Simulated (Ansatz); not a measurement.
Abridged output of a molecular run in Ansatz:

```
Functional definition: HF
3356 factors; integrals over basis functions are off by at most 1.1e-3 eV
mean field evaluation 1: about -11050.7635 eV, gradient 5.7e1 eV
mean field evaluation 2: about -11051.2479 eV, gradient 5.7e1 eV
mean field evaluation 4: about -11060.3319 eV, gradient 7.9e0 eV
mean field evaluation 8: about -11060.5169 eV, gradient 3.4e-1 eV
mean field -11060.51732837 eV, -406.4665147296 hartree, gradient 2.3e-6 eV, S^2 0.000000; 0 other end points of the search recorded, 0 dependent functions left out
10 core orbitals not correlated: weight in the atoms' cores, before any rotation towards them, 1.000 or more for the frozen orbitals, at most 0.000 for the correlated occupied ones
reference -11060.51732837 eV, -406.4665147296 hartree; 30, 30 occupied and 536, 536 virtual orbitals, 3356 factors
second order -48.70798779 eV of doubles, -0.00000000 eV of singles
cycle   1  -49.79502417 eV  change    -1.1e0 eV  update   1.4e-1
cycle   2  -50.94515119 eV  change    -1.2e0 eV  update   3.7e-2
cycle   3  -51.14007967 eV  change   -1.9e-1 eV  update   1.6e-2
cycle   4  -51.13287239 eV  change    7.2e-3 eV  update   3.5e-3
cycle   5  -51.13335247 eV  change   -4.8e-4 eV  update   1.5e-3
cycle   6  -51.13412189 eV  change   -7.7e-4 eV  update   4.1e-4
cycle   7  -51.13396897 eV  change    1.5e-4 eV  update   1.8e-4
cycle   8  -51.13391923 eV  change    5.0e-5 eV  update   6.2e-5
perturbative correction -2.15784654 eV, -0.0792993978 hartree
Total energy: -11113.80909414 eV, -408.4249509992 hartree
```

Its atoms:

Cartesian coordinates in Å:
```
C 1.054 -1.331 1.323
C 0.254 -0.021 1.271
C 0.687 0.838 2.454
C -1.262 -0.318 1.369
C -1.986 -0.144 0.038
C -1.115 -0.616 -1.110
C 0.132 0.269 -1.248
C 1.264 -0.507 -1.924
C -0.196 1.485 -2.114
N 0.486 0.783 0.076
H 0.734 -2.040 0.558
H 0.923 -1.818 2.294
H 2.122 -1.138 1.185
H 0.469 0.333 3.398
H 0.160 1.794 2.436
H 1.763 1.036 2.422
H -1.717 0.336 2.117
H -1.397 -1.342 1.731
H -2.934 -0.691 0.054
H -2.236 0.910 -0.111
H -1.663 -0.602 -2.056
H -0.821 -1.658 -0.940
H 1.565 -1.377 -1.339
H 0.958 -0.855 -2.915
H 2.142 0.133 -2.057
H 0.651 2.178 -2.131
H -1.055 2.024 -1.711
H -0.413 1.190 -3.144
H 1.429 1.150 0.072
```

Which basis set was used?
A. def2-QZVPP
B. def2-TZVPP
C. def2-SVPD
D. def2-SVP

B. It gives 576 functions.

Write the keys of the input that set method, charge and spin (a neutral closed shell needs none for the last two).


```yaml
correlation: {method: ccsd_t}
```
